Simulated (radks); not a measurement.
Species: W V. Configuration: [Xe] 4f14 5d2. Calculated with a radial shooting solver on a logarithmic mesh with Libxc functionals: Dirac Kohn-Sham, PBE, spin-unpolarised, spherical densities, finite nucleus; open shells are shared between the two j in proportion to 2j + 1; Fermi nuclear charge, rms radius 5.3658 fm.

Normalised radial functions P(r) = r R(r) (large component), r in bohr:

r	5p3/2	4f5/2	5d5/2
0.0009054	0.0009	0.0000	0.0000
0.001384	0.0020	0.0000	0.0000
0.002131	0.0044	0.0000	0.0000
0.003283	0.0096	0.0000	0.0001
0.005016	0.0204	0.0000	0.0004
0.007726	0.0422	0.0000	0.0012
0.01181	0.0816	0.0002	0.0037
0.01819	0.1458	0.0008	0.0115
0.02801	0.2231	0.0036	0.0325
0.0428	0.2564	0.0149	0.0802
0.06593	0.1364	0.0562	0.1668
0.1016	-0.1750	0.1815	0.2536
0.1552	-0.3632	0.4657	0.2042
0.239	0.0275	0.9194	-0.0993
0.3653	0.5357	1.2772	-0.3875
0.5626	0.0819	1.2069	-0.1652
0.8667	-0.8578	0.7687	0.4702
1.324	-0.9618	0.3303	0.8510
2.04	-0.4002	0.0816	0.6634
3.142	-0.0575	0.0089	0.2425
4.801	-0.0020	0.0003	0.0316

5p3/2: eigenvalue -82.696 eV, 3 radial nodes at r = 0.0814, 0.235, 0.583 bohr, <r> = 1.25 bohr, 90 % of the charge inside 1.81 bohr. 4f5/2: eigenvalue -77.830 eV, 0 radial nodes, <r> = 0.600 bohr, 90 % of the charge inside 0.993 bohr. 5d5/2: eigenvalue -43.030 eV, 2 radial nodes at r = 0.213, 0.636 bohr, <r> = 1.68 bohr, 90 % of the charge inside 2.52 bohr.
